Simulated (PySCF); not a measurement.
Species: C₄H₈O₂Si.
Cartesian coordinates in Å at the PBE0-D3(BJ)/def2-SVP level; atoms count from 1:
```xyz
15
C4H8O2Si angstrom
O      0.8301    1.5913   -1.3328
C      1.1633    0.8123   -0.5017
O      2.3796    0.6763    0.0863
C      1.8912   -0.3468    0.9843
C      0.5135   -0.3060    0.3064
C     -0.7316    0.0303    1.1046
Si    -2.2616    0.4541    0.0627
H      2.4715   -1.2750    0.8858
H      1.9078    0.0077    2.0258
H      0.3447   -1.1827   -0.3413
H     -1.0044   -0.8277    1.7424
H     -0.5350    0.8757    1.7866
H     -2.4796   -0.6235   -0.9515
H     -3.4448    0.5024    0.9754
H     -2.1208    1.7659   -0.6280
```

Linear response at CAM-B3LYP/def2-SVPD (PySCF, frozen core in the response, non-relativistic).

Static isotropic polarisability: 78.41 au (11.62 Å³), principal values 65.7, 78.4, 91.2 au.

Problem. What is the polarisability at 1064 nm and at the sodium D line?

Solution. 79.02 au at 1064 nm (+0.8 %), 80.45 au at 589.3 nm (+2.6 %). The rise at 589.3 nm is 3.34 times that at 1064 nm; a pure ω² law gives 3.26. The lowest singlet lies at 209 nm, shorter than both wavelengths.

Problem. What is the isotropic C6 coefficient between two such molecules, C6 = (3/π)∫α(iω)² dω?

Solution. 2546 au (Eh·bohr⁶) by a ten-point quadrature over imaginary frequencies, which is 1520 eV·Å⁶ or 147 J·nm⁶/mol.

Problem. Which effective excitation energy ω̄ makes London's formula C6 = (3/4)α²ω̄ exact here?

Solution. ω̄ = 4·C6/(3α²) = 0.552 Eh = 15.0 eV. A one-pole form α(ω) = α/(1 − ω²/ω̄²) fitted to the 1064 nm value gives 13.3 eV.

Problem. How anisotropic is the static polarisability, by Δα² = ½[(α1 − α2)² + (α2 − α3)² + (α3 − α1)²]?

Solution. Δα = 22.1 au, or 0.28 of the isotropic value.

Problem. The lowest 6 singlets have (eV, f): 5.92, 0.001; 7.86, 0.035; 7.93, 0.059; 7.98, 0.020; 8.44, 0.005; 8.55, 0.007. What share of the static polarisability do they carry in the sum over states α = Σ f/ω²?

Solution. 1.47 au, 1.9 % of α; the largest term, 0.70 au, is that of the state at 7.93 eV. Their oscillator strengths add up to 0.13. Higher states carry the rest.

Problem. What molar refraction at the D line follows from R = (4π/3)·N_A·α′, with α′ the polarisability volume?

Solution. α′ = 11.92 Å³ gives R = 30.07 cm³/mol, for isolated, non-vibrating species.

Problem. How many electrons N does the Slater–Kirkwood formula C6 = (3/4)·√N·α^(3/2) need to give this C6?

Solution. N = (4·C6/3)²/α³ = 23.9; the species has 62 electrons in all.

Problem. What n − 1 at the D line would an ideal gas of it have at 273.15 K and 1 atm (2.6868 × 10¹⁹ cm⁻³), by n − 1 = 2π·N·α′?

Solution. 20.13 × 10⁻⁴, a formal value whether or not that pressure can be reached.

Problem. What three-body coefficient follows from the one-pole estimate C9 = (3/4)·α·C6?

Solution. 150000 au. This is an estimate from the two numbers above, not a computed integral.

One conformer stands for the species.
